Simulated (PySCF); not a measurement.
Ge⁺: ionisation energy

Ge⁺ [Ar] 3d10 4s2 4p1 (2P) → Ge²⁺ [Ar] 3d10 4s2 (1S), as a difference of total energies. Calculation: PySCF 2.14, in cc-pVDZ-PP with ECP10MDF (4s3p2d, 23 functions); a scalar-relativistic core potential. Correlated levels: valence: 3s2 3p6 3d10 frozen. The calculations carry no spin-orbit coupling.

```csv
method,ionisation energy (eV)
UHF,15.218
M06-L,15.388
r2SCAN,15.905
MP2 (valence),15.371
SCS-MP2 (valence),15.353
CCSD (valence),15.445
CCSD(T) (valence),15.457
```

Errors of the correlated levels include the incompleteness of this basis and the frozen core.

Question: Which method comes closest to the reference value, and which is furthest?

Answer: The reference is 15.789 eV (measured; NIST levels, between the centres of gravity of the two terms). Closest: r2SCAN (error 0.116 eV); furthest: UHF (error -0.571 eV).
